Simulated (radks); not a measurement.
Mg4+, 8 electrons, occupied as [He] 2s2 2p3.5 3p0.5 (fractional occupations, a model configuration). Calculated with a radial shooting solver on a logarithmic mesh with Libxc functionals: non-relativistic Kohn-Sham, LDA (Slater exchange, Perdew-Wang correlation), spin-unpolarised, spherical densities, point nucleus.

Unscreened Slater integrals over Kohn-Sham orbitals (cm^-1). Empty in this configuration: 3s.

integral,value
"F0(3p,3p)",101380
"F2(3p,3p)",51823
"F0(3p,2p)",136050
"F2(3p,2p)",28927
"G0(3p,2p)",12184
"G2(3p,2p)",12510
"F0(3p,2s)",133900
"G1(3p,2s)",9523.0
"F0(3p,1s)",153410
"G1(3p,1s)",10023
"F0(3p,3s)",103710
"G1(3p,3s)",69473
"F0(2p,2p)",338920
"F2(2p,2p)",157570
"F0(2p,2s)",320820
"G1(2p,2s)",190690
"F0(2p,1s)",472400
"G1(2p,1s)",67445
"F0(2p,3s)",139780
"G1(2p,3s)",12739
"F0(2s,2s)",308850
"F0(2s,1s)",435270
"G0(2s,1s)",36449
"F0(2s,3s)",138230
"G0(2s,3s)",10087
"F0(1s,1s)",1573900
"F0(1s,3s)",156230
"G0(1s,3s)",5569.3
"F0(3s,3s)",106310

Derived for the open shells (J is the average intra-shell exchange parameter used in DFT+U). 2p: J = F2/5 = 31510 cm^-1. 3p: J = F2/5 = 10360 cm^-1.
